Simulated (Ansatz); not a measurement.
A run for Ansatz (a first-principles code): R-CCSD(T)/def2-SVPD on C3H9I (a complex), monomers drawn apart or pushed together. Elements past Kr take the def2 small-core potentials; no spin–orbit coupling. The run froze 12 orbitals, filled d shells among them.

Ansatz 0.2 input:
```yaml
crystal:
  periodic: [false, false, false]
  atoms:
    - {symbol: I, position_ang: [-0.07539172, -0.14268552, -0.62459203]}
    - {symbol: H, position_ang: [0.20738496, -0.56264426, 0.90847551]}
    - {symbol: C, position_ang: [0.64826187, -1.14889322, 4.74723285]}
    - {symbol: C, position_ang: [0.02020049, -0.00187297, 5.53443137]}
    - {symbol: C, position_ang: [-0.60721344, 1.06094330, 4.63642065]}
    - {symbol: H, position_ang: [1.09088190, -1.89769049, 5.40655170]}
    - {symbol: H, position_ang: [-0.09857603, -1.65657463, 4.13025505]}
    - {symbol: H, position_ang: [1.44069396, -0.78436402, 4.08743651]}
    - {symbol: H, position_ang: [0.78133766, 0.46060665, 6.16947412]}
    - {symbol: H, position_ang: [-0.73986584, -0.40150719, 6.21198842]}
    - {symbol: H, position_ang: [-1.04906128, 1.86930872, 5.22162695]}
    - {symbol: H, position_ang: [0.13678464, 1.50336460, 3.96934698]}
    - {symbol: H, position_ang: [-1.39625196, 0.63447882, 4.01208335]}
basis:
  gaussian:
    orbitals: def2-SVPD
magnetization: {spin_polarized: false}
correlation: {method: ccsd_t, electrons: outside_noble_gas}
scf: {lower_state_search: off}
```

Output:

```
WARN ansatz: RAYON_NUM_THREADS=1 ignored (pool sized by the plan → 1); use --threads N
Functional definition: HF
these checks for a lower state are left out or cut short: stability, starts, cluster_reference, orbital_swaps, neighbouring_geometries, increment
integrals: 0.61 GiB planned
1759 factors; integrals over basis functions are off by at most 8.4e-4 eV
mean field: 0.61 GiB planned
mean field evaluation 1: about -11301.4213 eV, gradient 2.8e1 eV
mean field evaluation 2: about -11301.6224 eV, gradient 2.9e1 eV
mean field evaluation 4: about -11304.0924 eV, gradient 2.9e0 eV
mean field evaluation 8: about -11304.1259 eV, gradient 1.5e-1 eV
mean field -11304.12602843 eV, -415.4189693329 hartree, gradient 1.0e-6 eV, S^2 0.000000; 0 other end points of the search recorded, 0 dependent functions left out
12 core orbitals not correlated
reference -11304.12602843 eV, -415.4189693329 hartree; 14, 14 occupied and 141, 141 virtual orbitals, 1759 factors
second order -15.75666617 eV of doubles, -0.00000000 eV of singles
coupled cluster: 1.76 GiB planned
cycle   1  -16.99394291 eV  change    -1.2e0 eV  update   8.2e-2
cycle   2  -17.45677253 eV  change   -4.6e-1 eV  update   2.5e-2
cycle   3  -17.50175360 eV  change   -4.5e-2 eV  update   6.8e-3
cycle   4  -17.50182856 eV  change   -7.5e-5 eV  update   1.8e-3
cycle   5  -17.50168435 eV  change    1.4e-4 eV  update   4.8e-4
cycle   6  -17.50167926 eV  change    5.1e-6 eV  update   1.5e-4
cycle   7  -17.50170311 eV  change   -2.4e-5 eV  update   3.8e-5
cycle   8  -17.50171684 eV  change   -1.4e-5 eV  update   1.1e-5
perturbative correction -0.50076916 eV, -0.0184029274 hartree
Total energy: -11322.12851443 eV, -416.0805484909 hartree
Checks for a lower state left out: stability, starts, cluster_reference, orbital_swaps, neighbouring_geometries, increment
```

Self-consistency was reached.

Cost: roughly 26 core-seconds.
